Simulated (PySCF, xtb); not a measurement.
C8H5FOS, SMILES c1(sccc1F)-c1ccco1.

GFN2-xTB in xtb at its own geometry gives an orbital gap of 2.82 eV and a dipole moment of 1.37 D.

The structure is a stationary point at B3LYP-D3(BJ)/def2-SVP. The structure was generated by enumeration, and PubChem lists no compound with its InChIKey, so it may never have been made. The values are those of a single conformer.

Q: What does ωB97X/def2-SVP (PySCF) give? (The exact figures need the calculation; the answer reports its results.)

A: gap 8.73 eV (levels -7.97 and 0.77 eV), dipole 1.25 D.
